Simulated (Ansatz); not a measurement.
Consider the substitution at a C–O bond: `B[Si](O)(F)OC` + `FB(F)S` → `CSB(F)F` + `B[Si](O)(O)F`.

Isolated molecules relaxed with PBE0-D4/def2-TZVP in Ansatz; ΔE leaves out vibrations. CBS: MP2 limit from def2 TZ/QZ plus the TZ coupled-cluster correction, frozen cores. This one scheme is used for every species. DFT in def2-TZVPP. One conformer a species, not always the lowest.

`B[Si](O)(F)OC`:

```xyz
12

B    -1.904   -0.685   -0.379
Si   -0.475    0.217    0.699
O    -0.637   -0.135    2.279
F    -0.673    1.790    0.443
O     1.063   -0.152    0.295
C     1.669    0.164   -0.940
H    -1.722   -0.986   -1.522
H    -2.976   -0.926    0.087
H     0.129   -0.013    2.843
H     1.088   -0.226   -1.784
H     1.779    1.246   -1.060
H     2.659   -0.295   -0.961
```

`FB(F)S`:

Cartesian coordinates in Å:
```
F -1.425 0.646 0.883
B -0.279 0.340 0.310
F 0.746 1.151 0.491
S -0.168 -1.156 -0.685
H 1.126 -0.980 -0.998
```

`CSB(F)F`:

Z-matrix (Å, degrees):
```
C
S 1 1.812
H 1 1.088 2 110.8
H 1 1.088 2 110.8 3 -122.5
H 1 1.089 2 106.5 3 118.8
B 2 1.791 1 101.2 3 62.8
F 6 1.323 2 122.5 1 0.1
F 6 1.320 2 119.6 1 -179.9
```

`B[Si](O)(O)F`:

Z-matrix (Å, degrees):
```
Si
O 1 1.639
O 1 1.626 2 106.5
B 1 2.005 2 115.3 3 -123.7
F 1 1.605 2 107.6 3 118.6
H 2 0.958 1 118.1 3 -166.9
H 3 0.959 1 118.0 2 37.5
H 4 1.194 1 122.5 2 137.3
H 4 1.196 1 120.0 2 -43.6
```

(1) Is it downhill or uphill in electronic energy at CCSD(T)/CBS, and by how much? (An estimate is asked.)

(2) What do these levels give: ωB97M-V, B2PLYP, MP2/def2-TZVPP, CCSD/def2-TZVPP, HF/CBS(def2), CCSD/CBS(def2)? (Estimate.)

Largest T1 diagnostic among the species: 0.013.

## Answers

(1) Computed: Downhill: ΔE = -48.6 kJ/mol.

(2) Ansatz gave: ωB97M-V -45.5, B2PLYP -45.0, MP2/def2-TZVPP -50.6, CCSD/def2-TZVPP -42.5, HF/CBS(def2) -35.5, CCSD/CBS(def2) -47.1 kJ/mol.

In def2-TZVPP, CCSD(T) changes the Hartree–Fock value by −8.2 kJ/mol (the triples alone add −1.5 kJ/mol) and MP2 by −14.9 kJ/mol.
